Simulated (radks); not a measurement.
Dy3+, 63 electrons, occupied as [Xe] 4f9.

Calculated with a radial shooting solver on a logarithmic mesh with Libxc functionals: scalar-relativistic Kohn-Sham, PBEsol, spin-unpolarised, spherical densities, point nucleus.

Energy parts (eV):
| part | energy |
|---|---|
| total | -330663.04 |
| kinetic | 356757.50 |
| electron-nucleus | -807339.07 |
| Hartree | 126938.02 |
| exchange-correlation | -7019.49 |

Orbitals (lengths in bohr, moments of r in powers of bohr; <r^-3> diverges for s and p1/2; r(max) is where P^2 peaks):
1s: occ. 2; eigenvalue (eV) -53673.24; <1/r> 74.56; <r> 0.02112; r(max) 0.01338
2s: occ. 2; eigenvalue (eV) -8965.440; <1/r> 17.32; <r> 0.08979; r(max) 0.07606
2p: occ. 6; eigenvalue (eV) -7959.091; <1/r> 16.09; <r^-3> 12800; <r> 0.07947; r(max) 0.06169
3s: occ. 2; eigenvalue (eV) -2021.399; <1/r> 6.374; <r> 0.2346; r(max) 0.2155
3p: occ. 6; eigenvalue (eV) -1712.535; <1/r> 5.974; <r^-3> 2722; <r> 0.2335; r(max) 0.2117
3d: occ. 10; eigenvalue (eV) -1315.298; <1/r> 5.667; <r^-3> 364.5; <r> 0.2122; r(max) 0.1729
4s: occ. 2; eigenvalue (eV) -425.9196; <1/r> 2.692; <r> 0.5295; r(max) 0.4939
4p: occ. 6; eigenvalue (eV) -324.1165; <1/r> 2.469; <r^-3> 612.9; <r> 0.5610; r(max) 0.5158
4d: occ. 10; eigenvalue (eV) -185.5118; <1/r> 2.180; <r^-3> 68.84; <r> 0.6079; r(max) 0.5340
5s: occ. 2; eigenvalue (eV) -78.3610; <1/r> 1.041; <r> 1.274; r(max) 1.146
5p: occ. 6; eigenvalue (eV) -53.6700; <1/r> 0.8827; <r^-3> 84.96; <r> 1.477; r(max) 1.298
4f: occ. 9; eigenvalue (eV) -34.7355; <1/r> 1.621; <r^-3> 9.658; <r> 0.8055; r(max) 0.5340

The highest occupied level is 4f at -34.736 eV. The density falls to 0.001 e/bohr^3 at r = 3.18 bohr. Summed over all electrons, <r^2> = 34.18 bohr^2, which gives a Langevin (diamagnetic) susceptibility term of -27.1 x 10^-6 cm^3/mol.
